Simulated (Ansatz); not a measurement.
`BC(B)[SiH3]` + `OC[SiH2]Cl` → `[SiH3]OC[SiH2]Cl` + `BCB`  (ligand exchange at the Si–C bond)

Program: Ansatz. Geometries: PBE0-D4/def2-TZVP. ΔE: electronic, gas phase. CCSD(T)/CBS adds triple-zeta CCSD(T) − MP2 to the extrapolated MP2 energy (def2 sets, frozen cores). DFT in def2-TZVPP. B3LYP here is the variant with VWN-RPA as its local correlation; programs differ in this. Each species was taken in one conformer, which may not be the lowest.

`BC(B)[SiH3]`:

Cartesian coordinates in Å:
```
B 0.376 -0.361 -1.604
C -0.156 -0.680 -0.205
B -1.442 0.084 0.169
Si 0.831 0.390 1.033
H 0.783 -1.232 -2.318
H 0.370 0.768 -2.004
H -0.106 -1.718 0.126
H -2.295 -0.434 0.827
H -1.576 1.224 -0.180
H 1.502 1.532 0.374
H 1.812 -0.494 1.707
H -0.098 0.922 2.075
```

`OC[SiH2]Cl`:

Z-matrix (Å, degrees):
```
C
Si 1 1.882
O 1 1.416 2 112.1
H 1 1.100 2 110.1 3 -125.4
H 1 1.095 2 109.0 3 118.1
Cl 2 2.067 1 106.0 3 53.7
H 2 1.484 1 112.1 3 171.6
H 2 1.481 1 112.1 3 -63.0
H 3 0.962 1 108.3 2 -54.5
```

`[SiH3]OC[SiH2]Cl`:

Z-matrix (Å, degrees):
```
Si
O 1 1.649
H 1 1.480 2 106.4
H 1 1.489 2 110.3 3 -120.2
H 1 1.489 2 110.3 3 120.2
C 2 1.420 1 121.5 3 -179.8
Si 6 1.881 2 106.6 1 -179.8
H 6 1.098 2 111.5 1 -59.6
H 6 1.098 2 111.4 1 60.0
Cl 7 2.060 6 108.0 2 -179.8
H 7 1.481 6 110.6 2 61.6
H 7 1.481 6 110.6 2 -61.3
```

`BCB`:

```xyz
9

B     0.028    0.059   -1.290
C    -0.267    0.550    0.151
B     0.115   -0.571    1.152
H     1.148   -0.228   -1.602
H    -0.845   -0.056   -2.100
H    -1.256    0.981    0.298
H     0.534    1.295    0.317
H    -0.703   -1.069    1.870
H     1.245   -0.961    1.205
```

```tsv
level	ΔE (kJ/mol)	difference from CCSD(T)/CBS
PBE-D4	-36.7	18.6
ωB97X-V	-58.8	-3.5
ωB97M-V	-54.1	1.2
PBE	-39.8	15.5
B3LYP	-68.0	-12.7
MP2/def2-TZVPP	-55.9	-0.6
SCS-MP2/def2-TZVPP	-65.0	-9.7
CCSD(T)/def2-TZVPP	-56.4	-1.1
MP2/def2-QZVPP	-55.7	-0.4
CCSD/CBS(def2)	-61.5	-6.2
CCSD(T)/CBS	-55.3	0
```

Largest T1 diagnostic among the species: 0.012.

From PBE to PBE0 (25 % exact exchange), in def2-TZVPP and without D4, ΔE moves by −5.8 kJ/mol. The D4 term adds +5.4 kJ/mol with B3LYP and +2.5 kJ/mol with PBE0; it sums over pairs of atoms, weighted by their polarisabilities, and B3LYP, whose exchange is more repulsive, gets the larger term. In def2-TZVPP, CCSD(T) changes the Hartree–Fock value by +39.6 kJ/mol (the triples alone add +6.2 kJ/mol) and MP2 by +40.1 kJ/mol.
